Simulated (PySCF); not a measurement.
[Ti(F)4], neutral singlet in the gas phase. 

Z-matrix (Å, degrees):
```
Ti
F 1 1.7347
F 1 1.7347 2 109.47
F 1 1.7347 2 109.47 3 -120.00
F 1 1.7347 2 109.47 3 120.00
```
Charge 0, multiplicity 1.

All levels are single points at this geometry (r2SCAN-D4/def2-SVP); Pople sets use spherical d functions. Orbital energies aren't observables, and empty levels follow the basis.

B3LYP/6-311+G** (LANL2DZ on Ti) in PySCF gives gap (eV) = 8.43.

Problem. Estimate the gap (eV) from each of these levels: TPSSh-D3(BJ)/def2-TZVP in PySCF; B3LYP/6-31G* (LANL2DZ on Ti) in PySCF; BP86/6-31G* (LANL2DZ on Ti) in PySCF; PBE/6-31G* (LANL2DZ on Ti) in PySCF; HF/6-31G* (LANL2DZ on Ti) in PySCF.

Solution. 
```json
[
 {"level": "TPSSh-D3(BJ)/def2-TZVP in PySCF", "gap (eV)": "7.79"},
 {"level": "B3LYP/6-31G* (LANL2DZ on Ti) in PySCF", "gap (eV)": "8.52"},
 {"level": "BP86/6-31G* (LANL2DZ on Ti) in PySCF", "gap (eV)": "6.28"},
 {"level": "PBE/6-31G* (LANL2DZ on Ti) in PySCF", "gap (eV)": "6.26"},
 {"level": "HF/6-31G* (LANL2DZ on Ti) in PySCF", "gap (eV)": "18.66"}
]
```
